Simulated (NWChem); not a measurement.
Everything below was run with NWChem. System: ClFGe, charge 0, spin multiplicity 1, at a geometry optimised with PBE0/def2-SVP. The structure started from a generated list of species. Level: PBE/cc-pVDZ.

NWChem printed:

```
             Northwest Computational Chemistry Package (NWChem) 7.3.0
             --------------------------------------------------------

                                NWChem Input Module
                                -------------------

 Scaling coordinates for geometry "geometry" by  1.889725989
 (inverse scale =  0.529177249)

 Turning off AUTOSYM since
 SYMMETRY directive was detected!

                             Geometry "geometry" -> ""
                             -------------------------

 Output coordinates in angstroms (scale by  1.889725989 to convert to a.u.)

  No.       Tag          Charge          X              Y              Z
 ---- ---------------- ---------- -------------- -------------- --------------
    1 Ge                  32.0000    -0.58479300    -0.30177500     0.00000000
    2 F                    9.0000     0.60073500    -1.58904500     0.00000000
    3 Cl                  17.0000     0.78275000     1.40930600     0.00000000

 Effective nuclear repulsion energy (a.u.)     245.4630912210

            Nuclear Dipole moment (a.u.)
            ----------------------------
        X                 Y               Z
 ---------------- ---------------- ----------------
    -0.0000207870    -0.0000056692     0.0000000000

      Symmetry information
      --------------------

 Group name             Cs
 Group number              2
 Group order               2
 No. of unique centers     3

      Symmetry unique atoms

     1    2    3


 Summary of "ao basis" -> "" (spherical)
 ------------------------------------------------------------------------------
       Tag                 Description            Shells   Functions and Types
 ---------------- ------------------------------  ------  ---------------------
 *                          cc-pvdz                   on all atoms

  pbe96 is a nonlocal functional; adding pw91lda local functional.

                                 NWChem DFT Module
                                 -----------------

 Summary of "ao basis" -> "ao basis" (spherical)
 ------------------------------------------------------------------------------
       Tag                 Description            Shells   Functions and Types
 ---------------- ------------------------------  ------  ---------------------
 Ge                         cc-pvdz                 11       27   5s4p2d
 F                          cc-pvdz                  6       14   3s2p1d
 Cl                         cc-pvdz                  8       18   4s3p1d
[...]
 Vector   28  Occ=2.000000D+00  E=-2.845604D-01  Symmetry=a'
              MO Center=  6.3D-01,  9.7D-01, -1.0D-13, r^2= 2.3D+00
   Bfn.  Coefficient  Atom+Function         Bfn.  Coefficient  Atom+Function
  ----- ------------  ---------------      ----- ------------  ---------------
    50      0.475004  3 Cl py                53      0.366540  3 Cl py
    49     -0.300320  3 Cl px                52     -0.230620  3 Cl px
    32      0.197215  2 F  py                31      0.150883  2 F  px
    35      0.142007  2 F  py                34      0.108160  2 F  px
     5      0.101413  1 Ge s                 12     -0.099848  1 Ge px

 Vector   29  Occ=2.000000D+00  E=-2.615692D-01  Symmetry=a'
              MO Center= -1.4D-01,  1.3D-01,  6.3D-14, r^2= 3.4D+00
   Bfn.  Coefficient  Atom+Function         Bfn.  Coefficient  Atom+Function
  ----- ------------  ---------------      ----- ------------  ---------------
     5      0.429001  1 Ge s                 49      0.393444  3 Cl px
    52      0.328546  3 Cl px                 4      0.306064  1 Ge s
    31      0.280476  2 F  px                12     -0.248815  1 Ge px
    34      0.205068  2 F  px                50      0.113047  3 Cl py
    15     -0.109372  1 Ge px                53      0.090598  3 Cl py

 Vector   30  Occ=0.000000D+00  E=-1.279966D-01  Symmetry=a"
              MO Center= -4.7D-01, -2.2D-01,  3.6D-13, r^2= 2.9D+00
   Bfn.  Coefficient  Atom+Function         Bfn.  Coefficient  Atom+Function
  ----- ------------  ---------------      ----- ------------  ---------------
    17      0.560369  1 Ge pz                14      0.535063  1 Ge pz
    54     -0.221442  3 Cl pz                33     -0.217504  2 F  pz
    51     -0.207646  3 Cl pz                36     -0.180504  2 F  pz
    56     -0.029653  3 Cl d -1              26      0.025641  1 Ge d  1
    58      0.025036  3 Cl d  1

 Vector   31  Occ=0.000000D+00  E=-2.831223D-02  Symmetry=a'
              MO Center= -6.5D-01, -2.6D-01, -2.2D-13, r^2= 3.6D+00
   Bfn.  Coefficient  Atom+Function         Bfn.  Coefficient  Atom+Function
  ----- ------------  ---------------      ----- ------------  ---------------
    16      0.840577  1 Ge py                13      0.446306  1 Ge py
    45     -0.409027  3 Cl s                 52      0.317758  3 Cl px
    30      0.217937  2 F  s                 49      0.218458  3 Cl px
    53      0.207298  3 Cl py                31     -0.185340  2 F  px
    34     -0.159516  2 F  px                23     -0.109787  1 Ge d -2

 Vector   32  Occ=0.000000D+00  E=-1.063554D-02  Symmetry=a'
              MO Center= -3.1D-01, -1.2D-01,  3.2D-14, r^2= 3.6D+00
   Bfn.  Coefficient  Atom+Function         Bfn.  Coefficient  Atom+Function
  ----- ------------  ---------------      ----- ------------  ---------------
    15      0.794510  1 Ge px                12      0.407395  1 Ge px
    53      0.376053  3 Cl py                 4      0.328394  1 Ge s
    30     -0.326976  2 F  s                 45     -0.323230  3 Cl s
     5      0.272938  1 Ge s                 50      0.233968  3 Cl py
    32     -0.226044  2 F  py                35     -0.200875  2 F  py

 center of mass
 --------------
 x =  -0.06566784 y =  -0.04750994 z =   0.00000000

 moments of inertia (a.u.)
 ------------------
         443.084880842695        -119.178071067364           0.000000000000
        -119.178071067364         190.720220153382           0.000000000000
           0.000000000000           0.000000000000         633.805100996077

     Multipole analysis of the density
     ---------------------------------

     L   x y z        total         alpha         beta         nuclear
     -   - - -        -----         -----         ----         -------
     0   0 0 0     -0.000000    -29.000000    -29.000000     58.000000

     1   1 0 0     -0.805527     -0.402753     -0.402753     -0.000021
     1   0 1 0     -0.107345     -0.053669     -0.053669     -0.000006
     1   0 0 1     -0.000000     -0.000000     -0.000000      0.000000

     2   2 0 0    -25.611216    -56.742649    -56.742649     87.874082
     2   1 1 0      0.575233    -27.940142    -27.940142     56.455517
     2   1 0 1     -0.000000     -0.000000     -0.000000      0.000000
     2   0 2 0    -27.721142   -119.928671   -119.928671    212.136200
     2   0 1 1     -0.000000     -0.000000     -0.000000      0.000000
     2   0 0 2    -23.544148    -11.772074    -11.772074      0.000000

 Task  times  cpu:        6.7s     wall:        6.7s

 Total times  cpu:        6.7s     wall:        6.7s
```

Problem. Write an NWChem input that would produce this output.

Solution. This is not unique; one that fits is 
```
start mol
memory heap 200 mb stack 900 mb global 1100 mb
geometry units angstroms nocenter noautoz
  Ge    -0.584793    -0.301775     0.000000
  F      0.600735    -1.589045     0.000000
  Cl     0.782750     1.409306     0.000000
  symmetry group Cs
end
basis spherical
  * library cc-pvdz
end
dft
  xc xpbe96 cpbe96
  semidirect memsize 60000000 filesize 0
  iterations 100
end
task dft energy
```
